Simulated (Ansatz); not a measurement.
`[NH2][GaH][NH][SnH3]` + ethane → `[NH2][GaH2]` + `CC[NH][SnH3]` at 400 K and 1 bar (formal exchange of groups at a Ga–N bond).

Isolated molecules relaxed with PBE0-D4/def2-TZVP in Ansatz; ΔE leaves out vibrations. CCSD(T)/CBS is the MP2 limit (def2-TZVPP, def2-QZVPP) plus CCSD(T) − MP2 in def2-TZVPP, frozen cores. This one scheme is used for every species. Elements past krypton have def2 core potentials. For Ga, Sn outer-core shells are correlated without core-valence functions, which leaves a few kJ/mol of doubt a bond. Scalar relativity is left out up to krypton. Each species was taken in one conformer, which may not be the lowest.

```csv
species,CCSD(T)/CBS energy (Eh),H − E (kJ/mol),S (J/(mol·K))
`[NH2][GaH][NH][SnH3]`,-2251.60927,218.2,446.0
`CC`,-79.71954,213.5,244.3
`[NH2][GaH2]`,-1981.05479,122.4,284.4
`CC[NH][SnH3]`,-350.22359,302.7,392.7
```

H − E and S are ideal-gas, rigid-rotor, harmonic terms from PBE0-D4/def2-TZVP, for one conformer and one mirror image of each species. 1 Eh = 2625.50 kJ/mol, R = 8.31446 J/(mol·K).

Problem. By hand: ΔE, ΔH, ΔS and ΔG.

Solution. ΔE = (-1981.05479) + (-350.22359) − (-2251.60927) − (-79.71954) = 0.05043 Eh = 132.4 kJ/mol. Δ(H − E) = 122.4 + 302.7 − 218.2 − 213.5 = -6.6, so ΔH = 125.8 kJ/mol. ΔS = 284.4 + 392.7 − 446.0 − 244.3 = -13.2 J/(mol·K). ΔG = 125.8 − 400 × (-13.2)/1000 = 131.1 kJ/mol.

Problem. By hand: the equilibrium constant, and the temperature at which ΔG would vanish if ΔH and ΔS stayed fixed.

Solution. log₁₀ K = −ΔG/(RT ln 10) = -17.1. ΔH and −TΔS have one sign here, so there is no such temperature.

The number of gas molecules stays the same, so ΔS is small and ΔH decides. A doubt of 5 kJ/mol in ΔE shifts log₁₀ K by 0.7 here. Other conformers and mirror images would add mixing entropy, several J/(mol·K) or more a flexible species. Modes under 60 cm⁻¹, often nearly free rotors, make the harmonic entropy too high. These are equilibria of isolated gas molecules and say nothing of rates. Largest T1 diagnostic: 0.014 (customary marks: 0.02 for closed shells, 0.045 for open ones).
